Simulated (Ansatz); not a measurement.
Cost and result for the atomization energy of C2H7ISi (`[SiH3]CCI`) (11 atoms, 10 bonds).

Cartesian coordinates in Å:
```
Si -0.575 -1.446 -0.135
C 0.116 0.249 -0.600
C 0.417 1.085 0.616
I 1.212 3.030 0.122
H -1.833 -1.290 0.643
H -0.857 -2.228 -1.367
H 0.408 -2.187 0.699
H 1.018 0.098 -1.200
H -0.611 0.750 -1.245
H -0.469 1.300 1.210
H 1.176 0.640 1.257
```

The species carries charge 0 and has multiplicity 1. Correlated methods include outer-core shells of I, which these sets cover unevenly. I takes the def2 core potential. Geometry: relaxed with PBE0-D4/def2-TZVP. It is one conformer, not always the lowest. Program: Ansatz. All runs use 4 threads of an Arm Neoverse V1 on a shared host. Times are those of one run each, without the atoms' runs, and a repeat can differ threefold. Electronic energies, without spin–orbit coupling; frozen cores. CCSD(T)/CBS adds CCSD(T) − MP2 in def2-TZVPP to the MP2 limit, and its time is that of the two runs behind it. T1 = 0.009. With those shells the extrapolation isn't a true limit.

CCSD(T)/CBS is a level of theory with its own doubt, some kJ/mol a heavy atom from the limit and from the frozen cores, so smaller differences don't rank the functionals.

| level | functions | wall time |
| --- | --- | --- |
| LDA (SPW92)/def2-TZVPP | 252 | 1.4 s |
| BLYP-D4/def2-TZVPP | 252 | 2.4 s |
| PBE-D4/def2-TZVPP (with forces) | 252 | 3 s |
| PBE0-D4/def2-TZVPP | 252 | 3.6 s |
| r2SCANh-D4/def2-TZVPP | 252 | 6 s |
| B2PLYP/def2-TZVPP | 252 | 7 s |
| PBE-QIDH/def2-TZVPP | 252 | 7 s |
| CCSD(T)/def2-SVP | 107 | 7.5 s |
| ωB97X-V/def2-TZVPP | 252 | 9.5 s |
| ωB97M-V/def2-TZVPP (with forces) | 252 | 14 s |
| MP2/def2-QZVPP | 476 | 24 s |
| CCSD(T)/def2-TZVPP | 252 | 4 min |
| CCSD(T)/CBS(def2) | – | 4.4 min |

(1) What atomization energy does each give, and how far from CCSD(T)/CBS? (An estimate is asked.)

Answers

(1) Ansatz gave: 
| level | atomization (kJ/mol) | difference from CCSD(T)/CBS | per bond |
| --- | --- | --- | --- |
| LDA (SPW92)/def2-TZVPP | 4126.4 | 443.1 | 44.3 |
| BLYP-D4/def2-TZVPP | 3638.2 | -45.1 | -4.5 |
| PBE-D4/def2-TZVPP (with forces) | 3700.3 | 17.0 | 1.7 |
| PBE0-D4/def2-TZVPP | 3670.4 | -12.9 | -1.3 |
| r2SCANh-D4/def2-TZVPP | 3660.8 | -22.5 | -2.3 |
| B2PLYP/def2-TZVPP | 3625.7 | -57.6 | -5.8 |
| PBE-QIDH/def2-TZVPP | 3653.9 | -29.4 | -2.9 |
| CCSD(T)/def2-SVP | 3480.4 | -202.9 | -20.3 |
| ωB97X-V/def2-TZVPP | 3678.6 | -4.7 | -0.5 |
| ωB97M-V/def2-TZVPP (with forces) | 3667.9 | -15.4 | -1.5 |
| MP2/def2-QZVPP | 3665.5 | -17.8 | -1.8 |
| CCSD(T)/def2-TZVPP | 3592.7 | -90.6 | -9.1 |
| CCSD(T)/CBS(def2) | 3683.3 | 0.0 | 0.0 |

From r2SCAN to r2SCAN0 (25 % exact exchange), in def2-TZVPP and without D4, the atomization energy moves by −30.3 kJ/mol: exact exchange takes away binding that semilocal exchange gives to molecules. In def2-TZVPP, CCSD(T) changes the Hartree–Fock value by +835.7 kJ/mol (the triples alone add +45.3 kJ/mol) and MP2 by +855.1 kJ/mol; breaking electron pairs costs correlation energy, which Hartree–Fock lacks. The D4 term adds +38.6 kJ/mol with B3LYP and +20.2 kJ/mol with PBE0; it sums over pairs of atoms, weighted by their polarisabilities, and B3LYP, whose exchange is more repulsive, gets the larger term.

B3LYP here is the variant with VWN-RPA as its local correlation; programs differ in this.

Spin–orbit coupling would lower the free I atoms strongly, and the atomization energy with them, by more than many differences here.
